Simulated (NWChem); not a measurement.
# C2H4FNSi; SMILES F[C@@H]1N=C[SiH2]1

```xyz
9

F      0.4769    -1.8547    -0.2606
C      0.0374    -0.7691     0.4665
N     -1.3054    -0.3225     0.0143
C     -1.1331     0.9369    -0.2260
Si     0.7392     0.9791     0.0180
H     -0.0153    -1.0687     1.5194
H     -1.9755     1.5697    -0.5098
H      1.3730     1.8727     1.0319
H      1.5362     1.0278    -1.2353
```
Atoms are numbered in this order, from 1.

All runs: NWChem. Pople sets run with spherical d functions. Coordinates come from a B3LYP/6-31G* (spherical d) optimisation. Vzz is the largest principal value of the second derivative of the potential at the nucleus (NWChem prints the opposite sign); η is the asymmetry. Non-relativistic.

For level PBE0/def2-TZVP:

```
Item           Result
-------------  ------
Vzz N3 (a.u.)  -1.021
```

Problem. How do the values read with level PBE/6-31G* instead?

Solution. 
| Quantity | Result |
|---|---|
| Vzz N3 (a.u.) | -0.869 |
